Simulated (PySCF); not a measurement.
Calculated properties of `C#C[Si@@H]1CC[C@H]1C(F)(F)F`

Compound: C₆H₇F₃Si.
Numbering: `[CH:1]#[C:2][Si@@H:3]1[CH2:4][CH2:5][C@H:6]1[C:7]([F:8])([F:9])[F:10]` (hydrogens: H11 on C1; H12 on Si3; H13, H14 on C4; H15, H16 on C5; H17 on C6)

Some functional groups and rings: alkyne, CF3 group, C–F bond, Si–H bond and C–Si bond.

From PBE0-D3(BJ)/def2-SVP geometry optimisation, gas phase (PySCF):

* Point group: C1
* Rotational constants A, B, C: 2.115, 0.722, 0.654 GHz

From PBE0/def2-SVPD ground state, ΔSCF and vertical TDDFT (core frozen in the response) (PySCF):

- Dipole moment: 2.92 D
- HOMO energy: -8.18 eV
- LUMO energy: -0.68 eV
- HOMO–LUMO gap: 7.50 eV
- Lowest singlet excitation: 5.80 eV (214 nm, f = 0.002)
- Strongest line among the 10 lowest singlet transitions: S5 at 7.22 eV (172 nm, f = 0.285)
- Lowest triplet excitation (Tamm–Dancoff): 4.75 eV
- Static isotropic polarisability: 94.4 au
- Vertical ionisation energy: 9.99 eV
- Electronic spatial extent ⟨r²⟩ about the centre of nuclear charge: 1747 bohr²

From PBE/pcSseg-1 ground state and GIAO shieldings, non-relativistic (PySCF):

- 13C chemical shifts (computed TMS as zero) by class: 139.7 (C7), 104.6 (C1), 85.4 (C2), 37.8 (C6), 26.5 (C5), 14.8 (C4) ppm
- 1H chemical shifts (computed TMS as zero) by class: 5.42 (H12), 2.65 (H16), 2.59 (H15), 2.58 (H11), 2.04 (H17), 1.71 (H13), 1.18 (H14) ppm
- Isotropic shieldings of nuclei other than C and H, by class: 239 (F8/F9/F10), 368 (Si3) ppm

Monoisotopic mass from the formula: 164.0269 u.

The vertical singlet–triplet gap S1 − T1 is 1.05 eV (TDDFT singlet less Tamm–Dancoff triplet; S1: HOMO→LUMO, weight 0.65; T1: HOMO−1→LUMO, weight 0.38). The largest Löwdin shares of the LUMO are 0.25 on C1, 0.25 on C2, 0.22 on Si3 and 0.06 on C4. The principal polarisabilities are 81.8, 84.9 and 116.7 au; their mean is the isotropic value. The rotational constants make it an asymmetric top with κ = (2B − A − C)/(A − C) = -0.91, nearer the prolate limit (−1). No computed singlet falls in the visible range (750 to 380 nm, 1.65 to 3.26 eV); S1 lies 2.54 eV above its blue end.

 NMR classes are plain means over equivalent atoms (diastereotopic ones count apart unless rotation or inversion swaps them), as if these changed places fast; in this geometry the members of some classes differ.

For the geometry optimisation (PBE0-D3(BJ)/def2-SVP), on one thread of an Arm Neoverse N1, shared host, this took 7.2 min of wall time and 0.76 GiB of memory at its peak.

The values belong to the conformer `[CH:1]#[C:2][Si@@H:3]1[CH2:4][CH2:5][C@H:6]1[C:7]([F:8])([F:9])[F:10]`: C5–C6–C7–F8 -63°.
